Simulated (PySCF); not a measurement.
## Correlation energy of N²⁺ (nitrogen, charge +2)

[He] 2s1 2p2, high-spin 4P determinant (an excited configuration). All numbers are calculated (PySCF 2.14, the non-relativistic Hamiltonian (point nucleus), in def2-QZVPPD). Frozen: nothing; 5 electrons correlated.

| level | correlation energy (mhartree) |
| --- | --- |
| CCSD | -39.44 |
| (T) | -0.08 |
| CCSD(T) | -39.52 |

Diagnostics: T1 = 0.00092, D1 = 0.0021, largest double amplitude 0.016.

Cost of the coupled-cluster step: of the order of 4 core-seconds, for 5 correlated electrons.

Iterations:

```
CC2 = 0
CCSD nocc = (np.int64(4), np.int64(1)), nmo = (63, 63)
frozen orbitals [[], []]
max_cycle = 100
direct = 0
conv_tol = 1e-08
conv_tol_normt = 1e-06
diis_space = 8
diis_start_cycle = 0
Init t2, MP2 energy = -0.0349086693013073
Init E_corr(UCCSD) = -0.034908669301331
cycle = 1  E_corr(UCCSD) = -0.0385795956485355  dE = -0.00367092635  norm(t1,t2) = 0.010933
cycle = 2  E_corr(UCCSD) = -0.0392300661261802  dE = -0.000650470478  norm(t1,t2) = 0.00316243
cycle = 3  E_corr(UCCSD) = -0.0394513189163525  dE = -0.00022125279  norm(t1,t2) = 0.00108571
cycle = 4  E_corr(UCCSD) = -0.0394395426989963  dE = 1.17762174e-05  norm(t1,t2) = 0.000128416
cycle = 5  E_corr(UCCSD) = -0.0394405324153351  dE = -9.89716339e-07  norm(t1,t2) = 9.37228e-06
cycle = 6  E_corr(UCCSD) = -0.0394404053551425  dE = 1.27060193e-07  norm(t1,t2) = 1.02911e-06
cycle = 7  E_corr(UCCSD) = -0.0394404130276649  dE = -7.67252241e-09  norm(t1,t2) = 1.21584e-07
UCCSD converged
E(UCCSD) = -52.67119490460637  E_corr = -0.03944041302766493
UCCSD(T) correction = -8.1462531615601e-05
```

This basis was not built for core-valence correlation, so the inner-shell part is incomplete.
